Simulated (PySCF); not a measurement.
## `C=C(F)OC[C@@H](F)CCl`, C$_{5}$H$_{7}$ClF$_{2}$O

Molfile (atoms numbered from 1):
```
C5H7ClF2O
     RDKit          3D

 16 15  0  0  0  0  0  0  0  0999 V2000
    3.0962    0.3696   -0.1337 C   0  0  0  0  0  0  0  0  0  0  0  0
    1.8056    0.0971   -0.0927 C   0  0  0  0  0  0  0  0  0  0  0  0
    1.2220   -0.2957    1.0664 F   0  0  0  0  0  0  0  0  0  0  0  0
    0.9642    0.1781   -1.1333 O   0  0  0  0  0  0  0  0  0  0  0  0
   -0.3828   -0.2035   -0.9388 C   0  0  0  0  0  0  0  0  0  0  0  0
   -1.1798    0.8139   -0.1024 C   0  0  1  0  0  0  0  0  0  0  0  0
   -2.0194    1.5261   -0.9301 F   0  0  0  0  0  0  0  0  0  0  0  0
   -1.9979    0.1808    1.0148 C   0  0  0  0  0  0  0  0  0  0  0  0
   -3.0087   -1.1576    0.4043 Cl  0  0  0  0  0  0  0  0  0  0  0  0
    3.6991    0.2812    0.7477 H   0  0  0  0  0  0  0  0  0  0  0  0
    3.5522    0.6774   -1.0523 H   0  0  0  0  0  0  0  0  0  0  0  0
   -0.4411   -1.1956   -0.4794 H   0  0  0  0  0  0  0  0  0  0  0  0
   -0.8120   -0.2473   -1.9415 H   0  0  0  0  0  0  0  0  0  0  0  0
   -0.4986    1.5582    0.3339 H   0  0  0  0  0  0  0  0  0  0  0  0
   -1.3360   -0.2270    1.7776 H   0  0  0  0  0  0  0  0  0  0  0  0
   -2.6707    0.9207    1.4479 H   0  0  0  0  0  0  0  0  0  0  0  0
  1  2  2  0
  2  3  1  0
  2  4  1  0
  4  5  1  0
  5  6  1  0
  6  7  1  0
  6  8  1  0
  8  9  1  0
  1 10  1  0
  1 11  1  0
  5 12  1  0
  5 13  1  0
  6 14  1  1
  8 15  1  0
  8 16  1  0
M  END
```

Computed, not measured: GIAO PBE0/pcSseg-1 magnetisability, rotational g tensor and spin-rotation constants, non-relativistic, gas phase in PySCF 2.14.0. Geometry: GFN2-xTB.

(1) What are the magnetisability and the molar susceptibility?

(2) Split it along the inertial axes a, b, c into diamagnetic and paramagnetic parts about the centre of mass, with the quadrupole moment.

(3) And the rotational g tensor?

Answers

(1) Isotropic -1418 × 10⁻³⁰ J/T², or -85.4 × 10⁻⁶ cm³/mol; principal values -1488, -1436, -1330 × 10⁻³⁰ J/T², anisotropy 139 × 10⁻³⁰ J/T² (root of half the summed squared differences of the principal values). The susceptibility is in cgs units.

(2) 
| axis | χ (10⁻⁶ cm³/mol) | diamagnetic (10⁻⁶ cm³/mol) | paramagnetic (10⁻⁶ cm³/mol) | summed x² of all electrons (Å²) | quadrupole Θ (D Å) |
| --- | --- | --- | --- | --- | --- |
| a | -88.7 | -546.0 | 457.3 | 355.6 | -2.74 |
| b | -82.1 | -1696.8 | 1614.6 | 84.3 | -4.02 |
| c | -85.3 | -1866.3 | 1781.0 | 44.4 | +6.76 |

Anisotropies 2χaa − χbb − χcc = -9.9 and 2χbb − χaa − χcc = +9.7 × 10⁻⁶ cm³/mol. Θ is traceless in Buckingham's convention.

(3) 
| axis | rotational constant (GHz) | g | nuclear part | electronic part |
| --- | --- | --- | --- | --- |
| a | 2.5515 | -0.0205 | 0.5276 | -0.5482 |
| b | 0.7110 | -0.0077 | 0.5317 | -0.5393 |
| c | 0.6333 | -0.0078 | 0.5221 | -0.5299 |

Asymmetric top; isotopes 12C, 35Cl, 19F, 1H, 16O; no vibrational averaging.
